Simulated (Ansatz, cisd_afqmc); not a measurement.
Species: CN, charge 0, doublet. CN (SMILES [C-]#[N+], doublet).
B3LYP-D3(BJ)/def2-TZVP minimum from Ansatz (a first-principles code):
```xyz
2

C      0.0000     0.0000    -0.6258
N      0.0000     0.0000     0.5364
```
Charge 0, spin multiplicity 2.

Total energies in cc-pVDZ, 9 correlated electrons, 2 frozen orbitals. Open shells are spin-unrestricted; no spin-orbit coupling. Cores are frozen in correlated methods. No relativity. AFQMC/CISD: phaseless, guided by CISD from CCSD amplitudes; bars are statistical, one sigma. Outlying blocks are dropped, and bars are widened where a walk drifts. Over all cases where full CI ran beside it in this data, AFQMC minus full CI had a median of +0.1 mEh and passed +0.4 mEh in a tenth of the cases. The UHF reference of CN ([C-]#[N+], doublet) is spin-contaminated (<S^2> up to 0.37 over the pure value in the sets run).

```tsv
method	program	energy (Eh)	minus CCSDTQ (mEh)
HF	Ansatz	-92.21304	278.89
MP2	Ansatz	-92.43710	54.82
CCSD	Ansatz	-92.47596	15.96
CCSD(T)	Ansatz	-92.48814	3.78
CCSDT(Q)	Ansatz	-92.49250	-0.58
CCSDTQ	Ansatz	-92.49192	0.00
AFQMC/CISD	cisd_afqmc	-92.4909 ± 0.0004	1.0 ± 0.4
```

Rough core times of Ansatz's runs on a shared machine: CCSD(T) under 20 s, CCSDT(Q) 30 s, CCSDTQ 7 min.
